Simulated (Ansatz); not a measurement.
A calculation with Ansatz (development build ahead of 0.2.0).

```yaml
crystal:
  periodic: [false, false, false]
  atoms:
    - { symbol: Cu, position_ang: [0.0, 0.0, 0.0] }
    - { symbol: O, position_ang: [0.0, 0.0, 2.5869] }
basis:
  gaussian: { orbitals: pcseg-2 }
magnetization:
  spin_polarized: true
  initial_magnetization: 1
hamiltonian:
  xc: pbe0
```

The input is written out in the form of the current development build from the run's settings.

Results

```yaml
Converged: yes
Total_energy: -1715.33395 hartree
Spin_squared_of_the_determinant: 1.130
Stability_test: minimum
```

Caution: the unrestricted determinant is spin contaminated.
